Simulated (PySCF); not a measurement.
Running PySCF for AsO

File input.py (PySCF 2.14):

```python
from pyscf import gto, dft

mol = gto.M(
    atom='As 0 0 0; O 0 0 1.349',
    basis='sbkjc',
    ecp={'As': 'sbkjc', 'O': 'sbkjc'},
    charge=0,
    spin=1,
    verbose=4,
)
mf = dft.ROKS(mol, xc='lc_wpbe')
mf = mf.density_fit(auxbasis='def2-universal-jkfit')
mf.kernel()
g = mf.nuc_grad_method()
g.grid_response = True
g.kernel()
mf.dip_moment()
print('orbital energies (hartree):', mf.mo_energy[..., max(0, mol.nelec[1]-3):mol.nelec[0]+3].round(4))
```

```bash
$ python input.py
```

Output (some set-up lines and the per-cycle HOMO/LUMO lines with their warnings removed):

```
PySCF version 2.14.0

[INPUT] Symbol           X                Y                Z      unit          X                Y                Z       unit  Magmom
[INPUT]  1 As     0.000000000000   0.000000000000   0.000000000000 AA    0.000000000000   0.000000000000   0.000000000000 Bohr   0.0
[INPUT]  2 O      0.000000000000   0.000000000000   1.349000000000 AA    0.000000000000   0.000000000000   2.549240542038 Bohr   0.0

nuclear repulsion = 11.7682107691623
number of shells = 8
number of NR pGTOs = 36
number of NR cGTOs = 16
basis = sbkjc
ecp = {'As': 'sbkjc', 'O': 'sbkjc'}

******** <class 'pyscf.df.df_jk.DFROKS'> ********
method = DFROKS
initial guess = minao
damping factor = 0
level_shift factor = 0
DIIS = <class 'pyscf.scf.diis.CDIIS'>
SCF conv_tol = 1e-09
SCF max_cycles = 50
num. doubly occ = 5  num. singly occ = 1
XC functionals = lc_wpbe

grids dens level: 3
tot grids = 34512
Create RSH-DF object <pyscf.df.df.DF object> for omega=0.4
******** <class 'pyscf.df.df.DF'> ********
auxbasis = auxmol.basis = def2-universal-jkfit
init E= -21.0306239262763

cycle= 1 E= -21.5431460772687  delta_E= -0.513  |g|= 1.32  |ddm|= 2.18
cycle= 2 E= -21.3792208501389  delta_E= 0.164  |g|= 1.51  |ddm|= 1.59
cycle= 3 E= -21.9901760492061  delta_E= -0.611  |g|= 0.0281  |ddm|= 0.946
cycle= 4 E= -21.9907945839596  delta_E= -0.000619  |g|= 0.0128  |ddm|= 0.0602
cycle= 5 E= -21.9908470145671  delta_E= -5.24e-05  |g|= 0.00388  |ddm|= 0.0151
cycle= 6 E= -21.9908506150708  delta_E= -3.6e-06  |g|= 0.00017  |ddm|= 0.0034
cycle= 7 E= -21.9908506252918  delta_E= -1.02e-08  |g|= 2.22e-05  |ddm|= 0.000207
cycle= 8 E= -21.9908506259553  delta_E= -6.63e-10  |g|= 7.88e-06  |ddm|= 5.11e-05
Extra cycle  E= -21.9908506259981  delta_E= -4.28e-11  |g|= 7.07e-06  |ddm|= 1.26e-05
converged SCF energy = -21.9908506259981

******** <class 'pyscf.df.grad.roks.Gradients'> for <class 'pyscf.df.df_jk.DFROKS'> ********
unit = Eh/Bohr
grid_response = True
--------------- DFROKS gradients ---------------
         x                y                z
0 As     0.0000000000     0.0000000000     0.6033036667
1 O     0.0000000000    -0.0000000000    -0.6033036623
----------------------------------------------
Dipole moment(X, Y, Z, Debye): -0.00000, -0.00000, -2.23773
orbital energies (hartree): [-0.5532 -0.5495 -0.4851 -0.1257 -0.0133  0.1198  0.2504]
```

In short: E(SCF) = -21.990851 Eh, 8 cycles, μz(SCF) = -2.24 D, gradient on the second atom -0.6033 Eh/bohr.

Wall time 1.8 s on one thread of a shared host.

The bond length is a typed value, not an optimised one. No search for the lowest solution was made.
